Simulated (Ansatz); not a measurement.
Stepwise reaction of `N[SiH2]O[SiH2]N` with hydrogen chloride, as a gas-phase model of exchange steps in deposition or etching. ΔE in kJ/mol.

Gas-phase electronic energies from Ansatz, PBE0-D4/def2-TZVP geometries. CBS: MP2 limit from def2 TZ/QZ plus the TZ coupled-cluster correction, frozen cores. This one scheme is used for every species. DFT in def2-TZVPP. B3LYP here is the variant with VWN-RPA as its local correlation; programs differ in this. One conformer a species, not always the lowest.

```csv
step,reaction,PBE-D4,B3LYP-D4,ωB97M-V,CCSD(T)/CBS
1,`N[SiH2]O[SiH2]N` + HCl → `N[SiH2]O[SiH](N)Cl` + H₂,-100.4,-99.9,-101.1,-98.7
```

(1) Give the row of step 2, `N[SiH2]O[SiH](N)Cl` + HCl → `N[SiH2]O[Si](N)(Cl)Cl` + H₂. (Estimate.)

(2) By hand: ΔE of the 2 steps together at CCSD(T)/CBS.

## Answers

(1) The calculation gave: 
```csv
step,reaction,PBE-D4,B3LYP-D4,ωB97M-V,CCSD(T)/CBS
2,`N[SiH2]O[SiH](N)Cl` + HCl → `N[SiH2]O[Si](N)(Cl)Cl` + H₂,-88.0,-87.3,-89.0,-86.9
```

(2) (-98.7) + (-86.9) = -185.6 kJ/mol, or -92.8 kJ/mol a step.

In ΔE each step is higher than the one before. All are downhill at CCSD(T)/CBS. PBE-D4 differs from CCSD(T)/CBS by -1.7 to -1.1 kJ/mol a step. Isolated molecules leave out the surface, adducts and barriers. Largest T1 diagnostic: 0.011.
